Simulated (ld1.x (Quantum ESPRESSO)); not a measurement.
**What one change does to a pseudopotential (Hf (Z = 72), ultrasoft)**

- Element: Hf
- Generator: ld1.x (Quantum ESPRESSO) 7.5
- Type: ultrasoft
- Functional: BLYP
- Relativity: fully relativistic
- Frozen core: [Xe] 4f14
- Valence charge: 4
- Reference configuration: 5d2 6s1.5 6p0.5
- Partial waves: 6s (bound): rcut 2.00, rcutus 2.70 bohr; 6s channel at 1.1 Ry: rcut 2.00, rcutus 2.70 bohr; 6p (bound): rcut 2.50, rcutus 3.30 bohr; 6p channel at 0.45 Ry: rcut 2.50, rcutus 3.30 bohr; 5d (bound): rcut 2.45, rcutus 2.95 bohr; 5d channel at 0.2 Ry: rcut 2.45, rcutus 2.95 bohr
- Local potential: all-electron potential smoothed inside 2.05 bohr (lloc = -2)
- Core correction: none
- Augmentation charge: built from norm-conserving waves at rcut, not smoothed further

Open shells are filled in proportion to 2j + 1 (rel_dist='average').

All-electron outer shells of the reference configuration (BLYP, scalar-relativistic, ld1.x):

```tsv
shell	level (eV)	outermost node (bohr)	outermost maximum (bohr)
5p	-36.11	0.60	1.16
4f	-17.33	–	0.45
6s	-5.47	1.37	2.85
5d	-3.18	0.67	1.69
6p	-1.62	1.66	4.05
```

Change: waves 6p (bound): rcut 2.46, rcutus 2.60 bohr; 6p channel at 0.45 Ry: rcut 2.46, rcutus 2.60 bohr.

Cutoffs: the cutoffs (Ry, on a coarse ladder) from which the occupation-weighted sum of valence levels, in a spherical-Bessel basis at the reference potential, stays within 10 and 1 mRy of its value at 400 Ry; they do not see the model core or the augmentation charge, which bear on the density cutoff. Errors are all-electron minus pseudo energies relative to the spin-unpolarised reference configuration.

Predict the effect on cutoff, ghosts and configuration errors.

The potential gets harder (10 Ry and 12 Ry → 10 Ry and 21 Ry); a bound ghost appears in p, which as a rule spoils a file; the number of tests that count goes from 6 to 4 (the test run of the changed file stopped, so its transferability is not established); of the 4 tests that both files solve, the error grows in 4 and shrinks in 0 by more than 15 % and 0.3 meV (median size 126.3 → 1780.8 meV). A smaller radius makes the pseudo-wave follow the all-electron one further in, where it bends more sharply, so more plane waves are needed. That the errors move this way runs against the usual rule that smaller radii transfer better.

| quantity | base | changed |
| --- | --- | --- |
| cutoff, loose | 10 Ry | 10 Ry |
| cutoff, tight | 12 Ry | 21 Ry |
| bound ghosts | none | p3/2, p1/2 |
| tests counted (converged, no solver errors) | 6 of 7 | 4 of 7 (the test run stopped) |
| error for 5d2 6s2 6p0, meV [ΔE -1.87 eV] | +11 | -640 |
| error for 5d2 6s1 6p0, meV [ΔE 6.04 eV] | +32 | +1766 |
| error for 5d2 6s0 6p0, meV [ΔE 20.31 eV] | +273 | +4601 |
| error for 5d3 6s0 6p0, meV [ΔE 8.13 eV] | +221 | +1796 |
| lowest overlap eigenvalue by channel | s 0.59, p1/2 0.49, p3/2 0.69, d3/2 1.00, d5/2 1.00 | s 0.59, p1/2 0.74, p3/2 0.00, d3/2 1.00, d5/2 1.00 |

Base: Tests not counted: 5d1 6s2 6p1 (solver errors, printed error -814 meV). ld1.x printed “convergence not achieved” for 2 of the counted tests; their residual had stalled under 1e-8, short of the target of 1e-14. Changed file: Tests not counted: 5d1 6s2 6p1 (an occupied level unbound or not found, printed error -9.2 eV); 5d2 6s0 6p1 (solver errors, printed error -5.3 eV). These tests converged, but a pseudo level misses the all-electron one widely, so the file describes the atom poorly there or has found another state: 5d2 6s2 6p0: 5d by 2.3 eV; 5d2 6s1 6p0: 5d by 2.7 eV; 5d2 6s0 6p0: 5d by 3.0 eV; 5d3 6s0 6p0: 5d by 2.6 eV. ld1.x printed “convergence not achieved” for 2 of the counted tests; their residual had stalled under 1e-8, short of the target of 1e-14. A true bound ghost makes a file unfit for plane-wave use even where its test errors are small: the radial tests pick states by their node count and pass the ghost by. Where a test does run into it, the solver fails or the error is huge.
